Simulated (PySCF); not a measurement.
Bond stretch in Li₂ (cation, charge +1), doublet. Each curve is given relative to its own lowest point near equilibrium.

```csv
R / Å,A,B,C
2.44,10.6,11.2,9.2
2.57,6.2,6.6,5.2
2.71,3.1,3.3,2.4
2.92,0.6,0.6,0.3
3.00,0.2,0.2,0.0
3.11,0.0,0.0,0.0
3.23,0.2,0.2,0.4
3.31,0.5,0.6,0.8
3.40,1.0,1.1,1.5
3.55,2.1,2.4,2.8
3.75,3.9,4.6,5.0
4.02,6.6,8.0,8.3
4.40,10.6,13.2,13.2
4.86,15.0,19.6,18.7
5.37,18.6,26.1,24.0
5.76,20.6,30.4,27.3
6.38,22.4,36.0,31.1
7.15,23.1,40.8,33.8
7.99,22.9,43.8,35.2
8.65,22.4,45.2,35.6
9.72,21.5,46.4,35.6
```

Energies in mEh.

**Question.** Which curve belongs to which method? The methods are unrestricted B3LYP/6-31G*, spherical d (PySCF 2.14.0); unrestricted CAM-B3LYP/cc-pVTZ (PySCF); MP2 on UHF/cc-pVTZ in PySCF.

**Answer.** A is UKS-B3LYP/6-31G*; B is UMP2; C is UKS-CAM-B3LYP.

At the longest distance UKS-CAM-B3LYP leaves fractional charges on the fragments, a sign of delocalisation error or of the restricted form.
